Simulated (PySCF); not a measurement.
Compound: C₂H₅ClGeS.
Z-matrix (Å and degrees, PBE0-D3(BJ)/def2-SVP geometry), rows numbered from 1:
```
C 
C   1  1.3350
S   2  1.7685  1  128.28
Ge  3  2.2110  2  102.02  1   -29.43
Cl  4  2.1717  3  112.35  2    74.01
H   1  1.0937  2  123.07  3    -1.81
H   1  1.0929  2  119.57  3   179.36
H   2  1.0956  1  120.55  3   179.10
H   4  1.5322  3  109.76  2   -43.90
H   4  1.5323  3  105.86  2  -169.58
```

Jobs on this species (10 atoms, 82 electrons) with PySCF (density fitting). Hardware of each: one thread, Arm Neoverse V1 (aarch64), on a shared host. Times come from a shared host and carry two figures at best. Peak memory is the resident size of the whole Python process, interpreter and libraries included.

```
                                                                 level and settings                                                          work  basis functions  SCF cycles  wall time  peak memory
                                                 PBE0-D3(BJ)/def2-SVP, grid level 1  geometry optimisation from a GFN2-xTB start shaken at random              121           ?          ?            ?
   delta-SCF UKS B3LYP, pcX-2 on the ionised atom, pcseg-1 elsewhere, spin-free X2C                                 ΔSCF core ionisation, 6 holes              158           ?          ?            ?
 delta-SCF UKS SCAN, pcX-2 on the ionised atom, pcseg-1 elsewhere, non-relativistic                                 ΔSCF core ionisation, 6 holes              158          98       38 s     0.57 GiB
    delta-SCF UKS SCAN, pcX-2 on the ionised atom, pcseg-1 elsewhere, spin-free X2C                                 ΔSCF core ionisation, 6 holes              158          97       38 s     0.49 GiB
      delta-SCF UKS HF, pcX-2 on the ionised atom, pcseg-1 elsewhere, spin-free X2C                                 ΔSCF core ionisation, 6 holes              158          87       46 s     0.61 GiB
    delta-SCF UKS PBE0, pcX-2 on the ionised atom, pcseg-1 elsewhere, spin-free X2C                                 ΔSCF core ionisation, 6 holes              158          84       62 s     0.60 GiB
    delta-SCF UKS SCAN, pcX-1 on the ionised atom, pcseg-1 elsewhere, spin-free X2C                                 ΔSCF core ionisation, 6 holes              138          96       32 s     0.51 GiB
     delta-SCF UKS PBE, pcX-2 on the ionised atom, pcseg-1 elsewhere, spin-free X2C                                 ΔSCF core ionisation, 6 holes              158          93       26 s     0.51 GiB
delta-SCF UKS SCAN, def2-TZVP on the ionised atom, pcseg-1 elsewhere, spin-free X2C                                 ΔSCF core ionisation, 6 holes              135          96       36 s     0.51 GiB
```

Question: Fill in the missing figures.

Answer: 
- PBE0-D3(BJ)/def2-SVP, grid level 1; geometry optimisation from a GFN2-xTB start shaken at random: 68 s, 0.52 GiB, 63 SCF cycles
- delta-SCF UKS B3LYP, pcX-2 on the ionised atom, pcseg-1 elsewhere, spin-free X2C; ΔSCF core ionisation, 6 holes: 62 s, 0.69 GiB, 86 SCF cycles

Question: What do all jobs in the table cost together?

Answer: About 6.8 min; the longest takes about 17 % of that, and about 2.6 times as long as the shortest.
